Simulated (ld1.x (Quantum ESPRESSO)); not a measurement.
## Sb: variants of one TM potential

Base potential:

Sb, norm-conserving Troullier–Martins (Kleinman–Bylander form), made with ld1.x (Quantum ESPRESSO) 7.5 (PBE, scalar-relativistic). Core [Ar] 3d10 4s2, reference 4p6 4d10 5s2 5p3. Waves: 5s (bound): rc 1.50 bohr; 4p (bound): rc 0.95 bohr; 4d (bound): rc 1.15 bohr. Local part: the d channel. Core correction: Bessel-smoothed model core inside 0.65 bohr.

Occupied shells without a wave of their own: 5p. They enter only through the test configuration that unscreens the potential, and ld1.x also counts them in the model core charge.

Cutoffs, loose and tight: the cutoffs (Ry, on a coarse ladder) from which the occupation-weighted sum of valence levels, in a spherical-Bessel basis at the reference potential, stays within 10 and 1 mRy of its value at 400 Ry. They do not see the model core or the augmentation charge, which bear on the density cutoff. Test errors are all-electron minus pseudo excitation energies from the reference, over the configurations 4p6 4d10 5s2 5p2; 4p6 4d10 5s2 5p1; 4p6 4d10 5s2 5p0; 4p5 4d10 5s2 5p3; 4p6 4d9 5s2 5p3; 4p6 4d10 5s2 5p2.5; 4p6 4d10 5s1 5p0. A dash means not determined; rows that change the core or the reference have their own tests.

With those shells counted twice in exchange and correlation these files are broken, and their errors move erratically; no question is asked of them.

A true bound ghost makes a file unfit for plane-wave use even where its test errors are small: the radial tests pick states by their node count and pass the ghost by.

```tsv
change	outcome	cutoff, loose	cutoff, tight	bound ghosts	largest test error (meV)
base	generated	200 Ry	260 Ry	s	-1944
core correction none	generated	200 Ry	260 Ry	s	-305
core correction Bessel-smoothed model core inside 0.48 bohr	generated	200 Ry	260 Ry	s	-1944
core correction Bessel-smoothed model core inside 0.58 bohr	generated	200 Ry	260 Ry	s	-1944
core correction Bessel-smoothed model core inside 0.74 bohr	generated	200 Ry	260 Ry	s	-1943
core correction Bessel-smoothed model core inside 0.82 bohr	generated	200 Ry	260 Ry	s	-1943
core correction Bessel-smoothed model core inside 1.00 bohr	generated	200 Ry	260 Ry	s	-1943
core correction Bessel-smoothed model core inside 1.16 bohr	generated	200 Ry	260 Ry	s	-1943
```
